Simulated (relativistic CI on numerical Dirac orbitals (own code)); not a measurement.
Nd⁴¹⁺: computed level list

Computed by Dirac-Coulomb-Breit CI, orbitals from a KLI potential per configuration, model QED, unscaled Slater integrals (own radial code, finite nucleus).

CI space (outside the closed core [Ne]): 3s2.3p6.3d, 3s2.3p5.3d2, 3s.3p6.3d2, 3s2.3p6.4s, 3s2.3p6.4p, 3s2.3p6.4d, 3s2.3p5.3d.4s, 3s2.3p6.4f, 3s2.3p5.3d.4p, 3s2.3p5.3d.4d, 3s.3p6.3d.4s, 3p6.3d2.4p, 3s2.3p5.3d.4f, 3s.3p6.3d.4p, 3s.3p6.3d.4d, 3s2.3p6.5s, 3s2.3p6.5p, 3s.3p6.3d.4f, 3s2.3p6.5d, 3s2.3p6.5f, 3s2.3p6.5g, 3p6.3d3, 3p5.3d4, 3p5.3d3.4s, 3p6.3d2.4s, 3p5.3d2.4s2, 3p6.3d2.4d, 3p5.3d3.4d, 3p5.3d2.4s.4d. Double excitations out of closed p, d and f shells are left out; levels of such configurations are missing from the list, as are those of other unlisted configurations, and high levels can miss mixing partners. These lack a partner that the ground configuration has and come out too high: 3s2.3p5.3d.4p, 3s2.3p5.3d.4f.

The lowest level is 3s2.3p6.3d 2D_3/2, with 100 % of that term; Hund's rules for 3s2.3p6.3d give 2D with J = 3/2, in agreement.

| No. | Configuration | Term | J | E (eV) | % | Next component (%) | jj configuration (%) |
| --- | --- | --- | --- | --- | --- | --- | --- |
| 1 | 3s2.3p6.3d | 2D | 3/2 | 0.000 | 100 |  | 3d3/2 (100) |
| 2 | 3s2.3p6.3d | 2D | 5/2 | 28.353 | 100 |  | 3d5/2 (100) |
| 3 | 3p5.3d2(3F) | 4D° | 1/2 | 190.415 | 89 | 10 2P° | 3p3/2^3 3d3/2^2 (87) |
| 4 | 3p5.3d2(3F) | 4D° | 3/2 | 191.020 | 50 | 23 4F° | 3p3/2^3 3d3/2^2 (95) |
| 5 | 3p5.3d2(3F) | 4F° | 5/2 | 196.377 | 38 | 20 2D° | 3p3/2^3 3d3/2^2 (93) |
| 6 | 3p5.3d2(3F) | 4G° | 7/2 | 199.352 | 36 | 32 2G° | 3p3/2^3 3d3/2^2 (97) |
| 7 | 3p5.3d2(3P) | 4P° | 3/2 | 214.009 | 33 | 22 2P° | 3p3/2^3 3d3/2^2 (88) |
| 8 | 3p5.3d2(3F) | 4D° | 5/2 | 215.732 | 50 | 21 2F° | 3p3/2^3 3d3/2 3d5/2 (96) |
| 9 | 3p5.3d2(3F) | 4G° | 9/2 | 219.648 | 72 | 16 2G° | 3p3/2^3 3d3/2 3d5/2 (99) |
| 10 | 3p5.3d2(3P) | 4D° | 7/2 | 220.897 | 43 | 40 4F° | 3p3/2^3 3d3/2 3d5/2 (90) |
| 11 | 3p5.3d2(3F) | 4D° | 3/2 | 224.175 | 39 | 36 2D° | 3p3/2^3 3d3/2 3d5/2 (90) |
| 12 | 3p5.3d2(3P) | 4P° | 5/2 | 225.861 | 45 | 30 2F° | 3p3/2^3 3d3/2 3d5/2 (97) |
| 13 | 3p5.3d2(3F) | 4G° | 11/2 | 227.195 | 51 | 49 2H° | 3p3/2^3 3d3/2 3d5/2 (89) |
| 14 | 3p5.3d2(3F) | 2G° | 7/2 | 228.982 | 42 | 32 2F° | 3p3/2^3 3d3/2 3d5/2 (98) |
| 15 | 3p5.3d2(3P) | 4P° | 1/2 | 233.676 | 36 | 28 2P° | 3p3/2^3 3d3/2 3d5/2 (97) |
| 16 | 3p5.3d2(1D) | 2F° | 7/2 | 236.919 | 42 | 31 4D° | 3p3/2^3 3d3/2 3d5/2 (94) |
| 17 | 3p5.3d2(3P) | 4D° | 5/2 | 238.646 | 43 | 40 2D° | 3p3/2^3 3d3/2 3d5/2 (95) |
| 18 | 3p5.3d2(1G) | 2G° | 9/2 | 240.235 | 50 | 35 4F° | 3p3/2^3 3d3/2 3d5/2 (85) |
| 19 | 3p5.3d2(3P) | 2D° | 3/2 | 240.870 | 31 | 28 4S° | 3p3/2^3 3d3/2 3d5/2 (95) |
| 20 | 3p5.3d2(1G) | 2H° | 11/2 | 250.067 | 51 | 49 4G° | 3p3/2^3 3d5/2^2 (89) |
| 21 | 3p5.3d2(3P) | 2D° | 3/2 | 253.333 | 38 | 30 4F° | 3p3/2^3 3d3/2 3d5/2 (83) |
| 22 | 3p5.3d2(1D) | 2D° | 5/2 | 254.164 | 53 | 18 4P° | 3p3/2^3 3d5/2^2 (94) |
| 23 | 3p5.3d2(1G) | 2G° | 9/2 | 258.826 | 52 | 29 4F° | 3p3/2^3 3d5/2^2 (85) |
| 24 | 3p5.3d2(1D) | 2F° | 7/2 | 259.374 | 52 | 37 4D° | 3p3/2^3 3d5/2^2 (94) |
| 25 | 3p5.3d2(1G) | 2F° | 5/2 | 260.676 | 78 | 14 4G° | 3p3/2^3 3d3/2 3d5/2 (82) |
| 26 | 3p5.3d2(1D) | 2P° | 1/2 | 262.000 | 67 | 17 4P° | 3p3/2^3 3d5/2^2 (72) |
| 27 | 3p5.3d2(3P) | 2P° | 1/2 | 269.989 | 53 | 25 4D° | 3p3/2^3 3d3/2 3d5/2 (62) |
| 28 | 3p5.3d2(1G) | 2G° | 7/2 | 278.190 | 36 | 34 2F° | 3p3/2^3 3d5/2^2 (87) |
| 29 | 3p5.3d2(1S) | 2P° | 3/2 | 283.554 | 53 | 27 2D° | 3p3/2^3 3d5/2^2 (96) |
| 30 | 3p5.3d2(3F) | 2D° | 5/2 | 288.330 | 39 | 23 4D° | 3p3/2^3 3d5/2^2 (77) |
| 31 | 3p5.3d2(1S) | 2P° | 3/2 | 292.165 | 53 | 15 4D° | 3p3/2^3 3d5/2^2 (83) |
| 32 | 3p5.3d2(3F) | 2F° | 5/2 | 326.189 | 49 | 42 4G° | 3p1/2 3p3/2^4 3d3/2^2 (93) |
| 33 | 3p5.3d2(3F) | 4G° | 7/2 | 346.546 | 46 | 25 2G° | 3p1/2 3p3/2^4 3d3/2 3d5/2 (99) |
| 34 | 3p5.3d2(3F) | 2D° | 5/2 | 349.642 | 31 | 19 2F° | 3p1/2 3p3/2^4 3d3/2 3d5/2 (96) |
| 35 | 3p5.3d2(3P) | 4D° | 3/2 | 352.921 | 36 | 34 2D° | 3p1/2 3p3/2^4 3d3/2 3d5/2 (94) |
| 36 | 3p5.3d2(3P) | 4P° | 1/2 | 355.741 | 39 | 32 4D° | 3p1/2 3p3/2^4 3d3/2 3d5/2 (98) |
| 37 | 3p5.3d2(1G) | 2H° | 9/2 | 356.791 | 40 | 39 2G° | 3p1/2 3p3/2^4 3d3/2 3d5/2 (94) |
| 38 | 3p5.3d2(3P) | 2P° | 1/2 | 359.064 | 57 | 26 4D° | 3p1/2 3p3/2^4 3d3/2^2 (87) |
| 39 | 3p5.3d2(3F) | 2D° | 3/2 | 366.181 | 67 | 11 4F° | 3p1/2 3p3/2^4 3d3/2^2 (86) |
| 40 | 3p5.3d2(3F) | 4D° | 7/2 | 374.423 | 44 | 37 2F° | 3p1/2 3p3/2^4 3d5/2^2 (78) |
| 41 | 3p5.3d2(3F) | 2G° | 9/2 | 383.414 | 43 | 28 2H° | 3p1/2 3p3/2^4 3d5/2^2 (94) |
| 42 | 3p5.3d2(1D) | 2P° | 3/2 | 384.441 | 34 | 31 2D° | 3p1/2 3p3/2^4 3d5/2^2 (91) |
| 43 | 3p5.3d2(3F) | 2D° | 5/2 | 384.805 | 58 | 17 2F° | 3p1/2 3p3/2^4 3d3/2 3d5/2 (89) |
| 44 | 3p5.3d2(1G) | 2F° | 7/2 | 384.940 | 60 | 36 2G° | 3p1/2 3p3/2^4 3d3/2 3d5/2 (79) |
| 45 | 3p5.3d2(3P) | 2D° | 5/2 | 388.321 | 36 | 35 2F° | 3p1/2 3p3/2^4 3d5/2^2 (99) |

Energies count from the lowest computed level; ° marks odd parity. Percentages are summed over parent terms; the parents shown are those of the largest component, closed shells are left out there. Filled j subshells are mostly left out of the jj labels.

The mean weight of the leading LS term, summed over parents, in these 45 levels is 50 %, and that of the leading jj configuration (from the same eigenvectors) 90 %, so jj coupling describes them better and the LS labels are nominal.

At this charge energies of transitions that change n are usually good to better than 1 %, and those within a shell (Δn = 0) to a few per cent.

LS names give the leading component of a level, which can be under half, so a name can repeat, a term be missing and a line seem to break the LS rules.
